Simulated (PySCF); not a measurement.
Cd(F)(OMe) (CH3CdFO), SMILES C[O][Cd][F].

Geometry: PBE0-D3(BJ)/def2-SVP. The def2 effective core potentials stand for the cores of Cd; spin–orbit coupling is left out. Other conformers were not sampled.

These are HF/def2-TZVPD in PySCF values and carry that method's errors.

The molecule is in vacuum.

```yaml
total_energy: -380.86741 hartree
point_group: Cs
highest_occupied_level: -11.35 eV
lowest_empty_level: 0.78 eV
orbital_gap: 12.13 eV
dipole_moment: 1.77 D
quadrupole, principal values (traceless, Buckingham form, about the centre of nuclear charge): -18.15, 9.03, 9.12 D·Å
mean_static_polarisability: 37.9 bohr³ (5.61 Å³)
polarisability_principal_values: 31.9, 32.9, 48.8 bohr³
```
